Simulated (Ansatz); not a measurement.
Total energies of [TcS4]- (TcS4⁻) from Ansatz at PBE-D4/def2-TZVPD, gas phase (1 Eh = 27.2114 eV = 2625.5 kJ/mol). The reference geometry is relaxed at PBE0-D4/def2-SVPD.

```xyz
5

Tc    0.000    0.000    0.000
S    -0.342   -0.603   -2.006
S     2.067   -0.175    0.449
S    -1.117   -1.240    1.312
S    -0.608    2.018    0.245
```

| state | geometry | energy (Eh) |
| --- | --- | --- |
| charge -1 singlet | reference | -1673.30320 |
| charge 0 doublet | reference | -1673.15677 |

In the def2 sets Tc takes a core potential; there is no spin–orbit coupling.

Task: Work out the vertical ionisation energy to the doublet.

Result: E(charge 0 doublet) − E(charge -1 singlet) = -1673.15677 − (-1673.30320) = 0.14643 Eh = 3.98 eV. For comparison, −ε of the highest occupied level is 1.59 eV at this level, 2.39 eV less.

The restricted singlet is unstable towards broken spin symmetry in Hartree–Fock (as tested in another run); at PBE-D4/def2-TZVPD this wasn't settled. At PBE-D4/def2-TZVPD the gap within one spin of the charge 0 doublet nearly closes, so an electron or hole may be smeared out by delocalisation error.
